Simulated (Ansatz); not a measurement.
CH₃AlBF (`F[B]1[CH2][AlH]1`). The species carries charge 0 and has multiplicity 1.

```xyz
7

F    -2.218    0.365    0.891
B    -1.035   -0.055    0.469
C     0.261    0.642    0.336
Al    0.041   -1.082   -0.836
H     1.229    0.110    0.229
H     0.481    1.675    0.608
H     1.242   -1.656   -1.697
```

(1) What are the harmonic wavenumbers in cm⁻¹ at PBE0-D4/def2-TZVP (Ansatz, finite differences of forces, unscaled)? (Best estimate.)

(2) Is this a minimum?

(3) Give the ideal-gas thermochemistry at 298.15 K and 1 bar (rigid rotor, harmonic oscillator; point group C1, symmetry number 1).

Answers

(1) Computed: 163, 283, 370, 425, 469, 482, 629, 744, 848, 1045, 1448, 1515, 1920, 2951, 3137.

(2) Yes, all 15 modes are real.

(3) Zero-point energy 98.2 kJ/mol; H(298) − E = 114.8 kJ/mol; entropy 301.8 J/(mol·K), of which translation 162.2, rotation 104.6, vibration 35.1; G(298) − E = 24.8 kJ/mol.
